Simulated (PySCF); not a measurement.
Eu(III) with more and more H2O

Computed with PySCF 2.14.0, PBE, def2-SVP on the ligands, density fitting, scalar-relativistic core potentials, no spin-orbit coupling, vacuum. The metal has lcecp-1-SVP with ECP52. Each complex is relaxed within the symmetry of its template. Distances are means of the shortest metal–ligand contacts, charges and spins Mulliken's; removal energies are rigid, with the ligand's formal charge and no counterpoise, so too large; for an anion taken off a cation in vacuum most of it is the attraction of opposite charges, and multiply charged cations can part far more cheaply with an electron moved from ligand to metal. lcecp potentials hold a fixed number of 4f electrons in the core, out of states, spins and gaps.

```json
{"complex": "[Eu(H2O)2]3+", "point group": "C1", "M–H2O (Å)": "2.256", "charge on M (e)": "2.13", "removal of one H2O (eV)": "4.41", "strongest infrared band, degenerate modes summed (cm⁻¹)": "3349", "unstable modes (below −25 cm⁻¹)": "0"}
{"complex": "[Eu(H2O)6]3+", "point group": "Th", "M–H2O (Å)": "2.403", "charge on M (e)": "1.16", "removal of one H2O (eV)": "2.65", "strongest infrared band, degenerate modes summed (cm⁻¹)": "585", "unstable modes (below −25 cm⁻¹)": "0"}
```

Task: What does the calculation give for [Eu(H2O)3]3+?

Result: point group: D3, M–H2O (Å): 2.296, charge on M (e): 1.85, removal of one H2O (eV): 3.81, strongest infrared band, degenerate modes summed (cm⁻¹): 3432, unstable modes (below −25 cm⁻¹): 0 (lowest -16 cm⁻¹, within noise).
```xyz
10

Eu    0.0000    0.0000    0.0000
O     2.2959    0.0000    0.0000
H     2.9201   -0.7695    0.1252
H     2.9201    0.7694   -0.1252
O    -1.1479    1.9883    0.0000
H    -0.7937    2.9136    0.1252
H    -2.1264    2.1441   -0.1252
O    -1.1480   -1.9883    0.0000
H    -2.1264   -2.1441    0.1252
H    -0.7937   -2.9136   -0.1252
```

The more ligands, the longer each bond and the weaker the last ligand is held.

Members with unstable modes aren't minima as they stand: saddle points kept by symmetry or, where the modes are soft, flat surfaces and noise. Moved off a saddle point of the template and relaxed again: [Eu(H2O)2]3+, [Eu(H2O)3]3+, [Eu(H2O)6]3+. One start shape was tried for each, so a minimum needn't be the lowest isomer.
